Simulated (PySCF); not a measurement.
Electron correlation in Pt⁺ (platinum, charge +1)

[Xe] 4f14 5d9, 2D determinant. Calculation: PySCF 2.14, in aug-cc-pVTZ-PP with ECP60MDF (6s6p5d3f2g, 88 functions); a scalar-relativistic core potential. Frozen: 5s2 5p6; 9 electrons correlated.

| level | correlation energy (mhartree) |
| --- | --- |
| CCSD | -262.09 |
| (T) | -11.64 |
| CCSD(T) | -273.73 |

Diagnostics: T1 = 0.023, D1 = 0.0795, largest double amplitude 0.047.

**Question.** Is a single reference adequate?

**Answer.** Yes, within this model without spin-orbit coupling: T1 lies below 0.03 and no double amplitude reaches 0.07.
